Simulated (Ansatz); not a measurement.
Energy needed to pull apart SiH4SeO (SMILES O[Se][SiH3]), singlet, into free ground-state atoms, from the structure below (displaced at random from a GFN2-xTB minimum); no zero-point or spin–orbit terms; open-shell atoms are treated unrestricted, in their ground-state multiplicity.

O1  (-1.644, -0.927, -0.251)
Se2  (-0.118, -1.256, 0.737)
Si3  (0.862, 0.690, -0.020)
H4  (-2.289, -1.631, -0.069)
H5  (0.898, 0.659, -1.469)
H6  (0.087, 1.817, 0.468)
H7  (2.175, 0.632, 0.560)
(Å)

Computed with Ansatz 0.2.0 (basis: def2-TZVPP); correlated methods freeze the cores. Filled d shells of the heavier atoms are correlated. The def2 sets are not built for correlating such inner shells, so the correlated values are less sure here.

```
   method  atomization energy (kcal/mol)
   PBE-D4                          477.1
  BLYP-D4                          473.7
r2SCAN-D4                          473.2
  PBE0-D4                              ?
  wB97X-V                          476.2
  wB97M-V                          472.7
       HF                          317.0
      MP2                          462.7
     CCSD                              ?
  CCSD(T)                          459.3
```

(1) What does CCSD give? (Judge from chemistry; the value comes from the calculation.)

(2) What does PBE0-D4 give? (An estimate is asked for; the value comes from the calculation.)

No T1 diagnostic of these runs exceeds 0.012.

Answers

(1) The calculation gives: 451.2 kcal/mol, which is about 8.2 kcal/mol less than CCSD(T)/def2-TZVPP.

(2) Computed: 465.6 kcal/mol, which is about 6.2 kcal/mol more than CCSD(T)/def2-TZVPP.

In triple zeta the MP2 and coupled-cluster atomization energies are still short of their basis limit by a few kcal/mol a bond, whereas those of the functionals are nearly converged, so these differences are not deviations from converged CCSD(T).

For scale, one of the runs: CCSD(T)/def2-TZVPP forces, 177 basis functions (an equivalent command: `ansatz run in.yaml --threads 4`). The run took 3 min on 4 CPU threads (shared host), with 3 GiB of host memory at its peak.
